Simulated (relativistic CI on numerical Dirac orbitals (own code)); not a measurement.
Tc²⁺: L2,3 absorption edge

Computed with this model: Dirac-Coulomb-Breit CI, KLI orbitals optimised for each configuration, QED by a radiative potential, valence Slater integrals scaled by 0.8, multiplet model of core-to-valence dipole absorption; configurations [Kr] 4d5 → [He] 2s2 2p5 3s2 3p6 3d10 4s2 4p6 4d6; 300 K; Lorentzian 0.96 eV and Gaussian 0.5 eV FWHM. Energies are those of the free ion, without screening or charge transfer. The branching ratio is the share of the lower-energy edge in the whole absorption, uncertain by about 0.02 where the edges overlap. S is read from ⟨S²⟩ = S(S + 1).

Field parameters in Wybourne normalisation: Td as Oh with Dq negative (B⁴₀ = 21Dq, B⁴₄ = √(5/14) B⁴₀). The field is a parameter set, without covalency.

Computed curve for Td, 10Dq = -12600 cm⁻¹, scaled to 100 at the maximum (points under 2 are left out and the grid is thinned):

Energy (eV), Intensity and a bar:
```
   2675.5        2.1 
   2675.9        2.6 
   2676.3        3.2 
   2676.7        4.2 #
   2677.1        5.9 #
   2677.5        8.8 ##
   2677.9       15.0 ####
   2678.3       27.7 ########
   2678.7       42.5 #############
   2679.1       46.7 ###############
   2679.5       48.3 ###############
   2679.9       64.1 ####################
   2680.3       93.8 ##############################
   2680.7       93.8 ##############################
   2681.1       61.3 ###################
   2681.5       34.2 ###########
   2681.9       19.3 ######
   2682.3       11.9 ###
   2682.7        8.0 ##
   2683.1        5.7 #
   2683.4        4.5 #
   2683.8        3.4 
   2684.2        2.7 
   2684.6        2.2 
   2793.9        2.3 
   2794.3        3.5 
   2794.7        5.8 #
   2795.1       10.9 ###
   2795.5       18.9 #####
   2795.9       21.8 ######
   2796.3       19.6 ######
   2796.7       23.3 #######
   2797.1       34.0 ##########
   2797.5       35.9 ###########
   2797.9       24.3 #######
   2798.3       12.6 ###
   2798.7        6.8 ##
   2799.1        4.2 #
   2799.5        2.9 
   2799.9        2.1
```

The ground state has S = 2.48, and the centroid lies at 2712.89 eV.
